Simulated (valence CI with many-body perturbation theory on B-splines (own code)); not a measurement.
Results of a calculation; reference values are marked as such.
Br XIII: configurations and terms from energies and g

Level of theory: valence CI with perturbative core correlation (CI+MBPT): five valence electrons over a frozen Dirac-Fock core [Ar], radial functions for each j: 7 s, 7 p, 8 d, 6 f, 4 g, 1 h, with the one-electron correlation potential Σ1 (screened to all orders), the two-electron term Σ2, the three-electron term Σ3, Breit, model QED; selected single and double excitations, second order for the rest, scaled by the run's own slope (own B-spline code, finite nucleus).

No measured levels were compared; by estimate terms of the open shell hold to 2 to 4 % of their energy, and close levels can change places. Among the levels kept, up to 290 cm⁻¹ of a level comes from second order outside the variational space, and about a tenth of that is noise between levels of different J, which matters for small intervals. The list stops below the first excitations out of the core. Only levels of the ground parity were solved; by the run's estimate the other parity begins above the list, which can be wrong where configurations are misplaced.

```
No.     J  Parity  E (cm⁻¹)      g
  1   5/2    even       0.0  1.995
  3  11/2    even     70283  1.268
  4   7/2    even     70479  0.991
  5   9/2    even     70926  1.171
  8   1/2    even     79185  2.260
  9   7/2    even     85214  1.414
 10   1/2    even     88304  0.400
 13  11/2    even    101150  0.937
 14  13/2    even    102960  1.076
 16   3/2    even    110380  0.702
 19   5/2    even    117710  1.008
 21   3/2    even    121690  0.520
```

Energies count from the lowest level. Strongly mixed levels and levels close to another of their J and parity are left out, so the numbers can have gaps.

Task: Give configuration and LS term of each level.

Result: 1: 3d5 6S; 3: 3d5 4G; 4: 3d5 4G; 5: 3d5 4G; 8: 3d5 4P; 9: 3d5 4D; 10: 3d5 4D; 13: 3d5 2I; 14: 3d5 2I; 16: 3d5 2D; 19: 3d5 4F; 21: 3d5 4F.
